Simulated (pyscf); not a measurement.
A first-order saddle from PySCF, ωB97X-D3(BJ)/def2-SVP:

```
C
F 1 1.3613
H 1 1.0998 2 111.19
C 1 1.4470 3 121.49 2 -146.15
C 4 1.3247 1 81.39 3 -110.16
H 4 1.0853 5 140.30 1 177.11
H 1 1.2715 3 101.06 2 112.63
```
Charge 0, spin multiplicity 1.

Surface: singlet, charge 0. Lowest wavenumbers (cm⁻¹): 636i, 397, 504, 744, 849.

Task: Name the species on either side of this saddle.

Result: `[C]=[CH][CH2][F]` [singlet] ⇌ `[F][CH]1[CH]=[CH]1`, a rearrangement read from left to right: C–H broken and C–C, C–H formed. At CCSD(T)/def2-TZVPP + ΔMP2(QZVPP) it lies +10.6 kcal/mol from the left side and +46.5 kcal/mol from the right (each side as separated species at their lowest minima found). :C=CH–CH₂–F [singlet] lies 44.9 kcal/mol over its isomer H₂C=C=CH–F (electronic energy, ωB97M-D3(BJ)/def2-TZVP). cyclic C₃H₃F (SMILES FC1C=C1) lies 9.6 kcal/mol over its isomer H₂C=C=CH–F (electronic energy, ωB97M-D3(BJ)/def2-TZVP). This is the saddle that the search found; another between the same sides may lie lower. The CCSD(T) − MP2 part came from Ansatz, without density fitting, on the same reference.
